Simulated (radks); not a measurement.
Results of a calculation; reference values are marked as such.
Problem. Successive ionisation energies (eV) of one element, from differences of total energies of ions in their ground configurations, starting at charge 0: 9.889, 18.443, 40.376, 61.628, 85.458, 111.58, 139.81, 169.99, 202.67, 236.58, 272.21, 309.49, 418.35, 455.56, 493.54, 532.21, 576.72, 616.86, 699.04, 738.27, 1848.3, 1966.3. Code: a radial shooting solver on a logarithmic mesh with Libxc functionals. Model: Dirac Kohn-Sham, PBE, spin-unpolarised, spherical densities, finite nucleus; open shells fill j = l - 1/2 first; Fermi nuclear charge, rms radius 3.9283 fm. Which element is it?

Solution. Zinc (Z = 30). The first species listed is Zn in [Ar] 3d10 4s2, the last Zn21+ in [He] 2s2 2p5.
